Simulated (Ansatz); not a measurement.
Total energies of C3H8AlF (`C[CH2][Al]([CH3])[F]`).

```xyz
13

C    -1.376   -0.607   -0.979
C    -0.586   -1.230    0.172
Al    0.843   -0.122    0.907
C     1.327    1.655    0.286
F     1.707   -0.761    2.171
H    -2.160   -1.273   -1.350
H    -0.732   -0.365   -1.830
H    -1.863    0.326   -0.680
H    -1.259   -1.502    0.995
H    -0.143   -2.185   -0.142
H     2.189    2.061    0.819
H     0.493    2.354    0.414
H     1.561    1.649   -0.783
```

Total charge 0; spin multiplicity 1. Geometry: relaxed with PBE0-D4/def2-TZVP. It is one conformer, not always the lowest. Basis def2-TZVPP, Ansatz.

RPA on PBE orbitals: Hartree–Fock energy of these orbitals -459.75542 Eh, correlation -1.42483 Eh (frozen core).

| functional | energy without D4 (Eh) | D4 term (kJ/mol) |
| --- | --- | --- |
| LC-ωPBE | -461.38999 | – |
| B2PLYP | -461.31268 | – |

Give the same for LDA (SPW92), PBE, revPBE, BLYP, r2SCAN, B97M-V, PBE0, B3LYP, r2SCANh, r2SCAN0, HSE06 (plane-wave form), BHLYP, CAM-B3LYP, ωB97X-V, ωB97M-V, PBE-QIDH. (An estimate is asked.)

The calculation gave: 
| functional | energy without D4 (Eh) | D4 term (kJ/mol) |
| --- | --- | --- |
| LDA (SPW92) | -458.75922 | – |
| PBE | -461.18764 | -21.2 |
| revPBE | -461.46775 | -64.7 |
| BLYP | -461.51899 | -45.9 |
| r2SCAN | -461.45256 | -5.5 |
| B97M-V | -461.50635 | – |
| PBE0 | -461.23537 | -18.0 |
| B3LYP | -461.63155 | -33.7 |
| r2SCANh | -461.44159 | -5.8 |
| r2SCAN0 | -461.42617 | -6.4 |
| HSE06 (plane-wave form) | -461.21738 | -16.8 |
| BHLYP | -461.48644 | -25.6 |
| CAM-B3LYP | -461.51066 | -18.2 |
| ωB97X-V | -461.48911 | – |
| ωB97M-V | -461.48171 | – |
| PBE-QIDH | -461.12277 | – |

B3LYP takes the VWN-RPA correlation (the form of Gaussian; ORCA's B3LYP/G). HSE06 is the plane-wave form, built on full-range PBE exchange. The double hybrids freeze the cores in their second-order part.

LC-ωPBE has ω = 0.4 bohr⁻¹.
